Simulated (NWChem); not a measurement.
System: GeHOI, singlet; SMILES [OH][Ge][I]

The following NWChem deck was run.

```
start job
memory heap 200 mb stack 900 mb global 1100 mb
geometry units angstroms noautoz
  Ge     0.332353     1.385087     0.000000
  I      0.030000    -1.162420     0.000000
  O     -1.396945     1.824266     0.000000
  H     -1.532876     2.781345     0.000000
end
basis spherical
  * library sto-3g
end
dft
  xc pbe0
  iterations 150
  mulliken
end
task dft energy
```

Low-valent species are run as closed-shell singlets; no triplet was tried in these runs. Geometry: optimised at PBE0/def2-SVP (def2 core potentials past Kr).

Predict the main results of this run. (PBE0/STO-3G, non-relativistic.) Quantities: basis functions; energy (Ha); highest occupied level (eV); orbital gap (eV); dipole (D).


- number of basis functions: 51
- energy (Ha): -8980.12
- highest occupied level (eV): -3.90
- orbital gap (eV): 4.63
- dipole (D): 3.80
